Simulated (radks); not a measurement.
The numbers below are computed, except where a source is named.
Species: Rh2+. Configuration: [Ar] 3d10 4p6 4d7 5p2 (not the ground configuration).

Code: a radial shooting solver on a logarithmic mesh with Libxc functionals. Model: Dirac Kohn-Sham, exchange-only PBE, spin-unpolarised, spherical densities, finite nucleus; open shells fill j = l - 1/2 first; Fermi nuclear charge, rms radius 4.4945 fm.

Energy parts (hartree):
part                    energy
total              -4774.77089
kinetic             4979.41592
electron-nucleus  -11505.71169
Hartree             1886.45216
exchange            -134.92728

Orbitals (lengths in bohr, moments of r in powers of bohr; r(90%) holds 90 % of the orbital's charge):
| orbital | occ. | eigenvalue (hartree) | <r^4> | <r> | <1/r> | r(90%) | small-component weight |
|---|---|---|---|---|---|---|---|
| 1s1/2 | 2 | -847.7709 | 5.366e-06 | 0.03263 | 47.05 | 0.0585 | 2.71e-02 |
| 2s1/2 | 2 | -124.1420 | 0.0009676 | 0.1416 | 10.79 | 0.219 | 5.62e-03 |
| 2p1/2 | 2 | -115.0609 | 0.0006348 | 0.1203 | 10.77 | 0.197 | 5.64e-03 |
| 2p3/2 | 4 | -109.7438 | 0.0007230 | 0.1252 | 10.17 | 0.204 | 5.43e-03 |
| 3s1/2 | 2 | -23.38054 | 0.04682 | 0.3903 | 3.745 | 0.576 | 1.55e-03 |
| 3p1/2 | 2 | -19.82530 | 0.04707 | 0.3828 | 3.649 | 0.578 | 1.50e-03 |
| 3p3/2 | 4 | -18.90959 | 0.05228 | 0.3935 | 3.505 | 0.593 | 1.44e-03 |
| 3d3/2 | 4 | -12.61258 | 0.04950 | 0.3678 | 3.333 | 0.584 | 1.33e-03 |
| 3d5/2 | 6 | -12.43184 | 0.05118 | 0.3713 | 3.296 | 0.589 | 1.31e-03 |
| 4p1/2 | 2 | -3.21552 | 2.208 | 1.025 | 1.331 | 1.50 | 3.49e-04 |
| 4p3/2 | 4 | -3.05988 | 2.450 | 1.051 | 1.288 | 1.54 | 3.34e-04 |
| 4d3/2 | 4 | -1.35134 | 6.872 | 1.297 | 1.023 | 2.00 | 2.24e-04 |
| 4d5/2 | 3 | -1.33090 | 7.128 | 1.309 | 1.013 | 2.01 | 2.21e-04 |
| 5p1/2 | 2 | -0.63163 | 131.3 | 2.874 | 0.4484 | 4.19 | 5.44e-05 |
| 5p3/2 | 0 | -0.61299 | 144.3 | 2.945 | 0.4361 | 4.29 | 5.20e-05 |

The highest occupied level is 5p1/2 at -17.188 eV. The density falls to 0.001 e/bohr^3 at r = 4.32 bohr. Summed over all electrons, <r^2> = 43.24 bohr^2, which gives a Langevin (diamagnetic) susceptibility term of -34.2 x 10^-6 cm^3/mol. The electron density at the nucleus is 1.206e+05 e/bohr^3.
